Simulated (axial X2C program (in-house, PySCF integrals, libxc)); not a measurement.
**InN⁺: bond constants with and without spin–orbit coupling**

Computed with an in-house all-electron X2C program for linear molecules (integrals from PySCF). Spin-free means the one-electron spin-free X2C Hamiltonian; two-component (2c) means X2C with spin–orbit coupling and atomic mean-field two-electron Coulomb and Gaunt terms, so the difference of the two also holds small scalar two-electron terms. Basis: In dyall-v3z [11s12p9d1f], N dyall-v3z [6s6p2d1f] (cores contracted in-house); Gaussian nuclei, density fitting, unrestricted open shells. Masses: In 114.904 u, N 14.003 u.

State, spin-free: M_S = 3/2, Λ = 0 (beyond evenly filled blocks: σα, π+α, π-α); electrons by block: σα: 13, σβ: 12, π+α: 6, π+β: 5, π-α: 6, π-β: 5, δ+α: 2, δ+β: 2, δ-α: 2, δ-β: 2. Fragments: In+ + N.

State, 2c: Ω = 3/2 (⟨Sz⟩ = 1.50, ⟨Lz⟩ = 0.00 at PBE0); electrons by block: 1/2: 18, -1/2: 18, 3/2: 8, -3/2: 7, 5/2: 2, -5/2: 2. Fragments: In+ + N.

| Hamiltonian | level | Re (Å) | ωe (cm⁻¹) | ωexe (cm⁻¹) | Be (cm⁻¹) | αe (cm⁻¹) | De (eV) | D0 (eV) | μ (D) |
| --- | --- | --- | --- | --- | --- | --- | --- | --- | --- |
| spin-free | PBE0 | 2.837 | 102.0 | 2.58 | 0.1678 | 0.00483 | 0.117 | 0.111 | -0.41 |
| spin-free | MP2 | 3.108 | 78.4 | 3.01 | 0.1398 | 0.00535 | 0.072 | 0.067 | n/a |
| spin-free | r2SCAN0 | 2.836 | 105.5 | 2.95 | 0.168 | 0.00488 | 0.115 | 0.108 | -0.35 |
| 2c | PBE0 | 2.837 | 102.1 | 2.58 | 0.1678 | 0.00482 | 0.118 | 0.111 | -0.40 |
| 2c | MP2 | 3.110 | 78.4 | 2.99 | 0.1396 | 0.00533 | 0.072 | 0.067 | n/a |
| 2c | r2SCAN0 | 2.835 | 105.5 | 2.95 | 0.168 | 0.00488 | 0.115 | 0.108 | -0.35 |

Correlated methods: 17 electrons correlated (number of frozen shells: In 4 s, 3 p, 1 d; N 1 s), 169 virtual spin orbitals or spinors in MP2.

Dipoles are positive if N is the positive end and refer to the centre of mass.

The state is a single determinant with fixed occupations, the lowest that a limited PBE0 search found. De is counted from the lowest determinant-based energies of the atoms at the same level, without counterpoise correction. Density functionals use the spin component along the axis (collinear). With several unpaired electrons one determinant need not be a pure state. This is the top spin component of a Σ state; components of lower Ω are not single determinants and can lie lower.

No reliable constants came from HF (2c), HF (spin-free), LDA (2c), LDA (spin-free): no minimum in range, unconverged points, a curve that is not smooth, a change of character along it, or the two Hamiltonians disagreeing along it.

Rough cost a point (2c) on 1 thread(s) of a shared host, integrals apart: PBE0 0.6 s, r2SCAN0 1 s.
